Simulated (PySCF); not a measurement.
H₃S₂, SMILES S[SH2+], charge +1.

Geometry: B3LYP-D3(BJ)/def2-TZVP. The isomer is the one that the SMILES or the coordinates give; other isomers of the formula were not compared.

Two levels are set side by side: PBE/def2-TZVPD (PySCF) and HF/def2-TZVPD (PySCF). Same geometry, gas phase. Differences are taken from unrounded values.

| quantity | HF | PBE | PBE minus HF |
|---|---|---|---|
| orbital gap (eV) | 12.93 | 3.79 | -9.14 |
| highest occupied level (eV) | -16.97 | -12.82 | 4.15 |
| lowest empty level (eV) | -4.04 | -9.04 | -4.99 |
| mean polarisability (bohr³) | 36.5 | 37.8 | 1.3 |

PBE's occupied levels lie high since its potential decays too fast outside the molecule; exact exchange lowers them and widens the gap. PBE's more diffuse valence density responds more strongly to a field. Differences between two approximate levels are no errors against the true value.

Rough cost on one machine, each run with all the roots and properties that it gave: HF against PBE about 1/3.
